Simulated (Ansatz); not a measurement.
One geometry of the cluster Mg₂F₅⁻, several levels of theory.

```yaml
crystal:
  periodic: [false, false, false]
  atoms:
    - {symbol: Mg, position_ang: [0.981463, 0.347545, -0.742639]}
    - {symbol: Mg, position_ang: [-0.981513, -0.347499, 0.742574]}
    - {symbol: F, position_ang: [-0.966207, 0.389310, -1.094840]}
    - {symbol: F, position_ang: [0.421073, 1.018933, 1.033562]}
    - {symbol: F, position_ang: [0.545025, -1.408167, 0.061191]}
    - {symbol: F, position_ang: [-2.382670, -0.843975, 1.802641]}
    - {symbol: F, position_ang: [2.382840, 0.843852, -1.802490]}
basis:
  gaussian: {orbitals: def2-SVPD, initial_orbitals: start.molden}
total_charge: -1
correlation: {method: ccsd_t}
scf: {omitted_lower_state_checks: [starts]}
output: {orbitals: {seedname: orbitals}}
```

The file start.molden holds the orbitals of an earlier run on this structure, at another level or in another basis.

```sh
$ ansatz run in.yaml --threads 4 --pin off --events-out ev --progress --plain --max-ram 4787MiB
```

Output, abridged:

```
Functional definition: HF
1433 factors; integrals over basis functions are off by at most 7.1e-5 eV
mean field evaluation 1: about -24391.8367 eV, gradient 2.5e1 eV
mean field evaluation 2: about -24392.7849 eV, gradient 1.0e0 eV
mean field evaluation 4: about -24393.0478 eV, gradient 1.0e-2 eV
mean field evaluation 8: about -24393.0478 eV, gradient 2.1e-6 eV
mean field -24393.04782488 eV, -896.4279733625 hartree, gradient 3.3e-6 eV, S^2 0.000000; 0 other end points of the search recorded, 0 dependent functions left out
7 core orbitals not correlated: weight in the atoms' cores, before any rotation towards them, 1.000 or more for the frozen orbitals, at most 0.000 for the correlated occupied ones
reference -24393.04782488 eV, -896.4279733625 hartree; 28, 28 occupied and 122, 122 virtual orbitals, 1433 factors
second order -30.34221877 eV of doubles, -0.00000000 eV of singles
cycle   1  -29.62439671 eV  change    7.2e-1 eV  update   1.5e-1
cycle   2  -30.27754454 eV  change   -6.5e-1 eV  update   4.2e-2
cycle   3  -30.43736026 eV  change   -1.6e-1 eV  update   2.1e-2
cycle   4  -30.42960701 eV  change    7.8e-3 eV  update   4.1e-3
cycle   5  -30.42153608 eV  change    8.1e-3 eV  update   1.7e-3
cycle   6  -30.42152438 eV  change    1.2e-5 eV  update   4.8e-4
cycle   7  -30.42181429 eV  change   -2.9e-4 eV  update   1.8e-4
cycle   8  -30.42172218 eV  change    9.2e-5 eV  update   5.4e-5
cycle   9  -30.42168151 eV  change    4.1e-5 eV  update   1.7e-5
perturbative correction -0.61144262 eV, -0.0224701020 hartree
Total energy: -24424.08094901 eV, -897.5684196395 hartree
Checks for a lower state left out: starts
```

It took 89 s on 4 threads of Arm Neoverse V2 on a shared host, peak host memory 1.9 GiB.

Geometry: PBE-D4/def2-SVPD.

Correlated methods freeze 7 core orbitals; core or outer-core shells of Mg are correlated, in sets that lack core-valence functions. The structure comes from a short search, and lower isomers may exist.
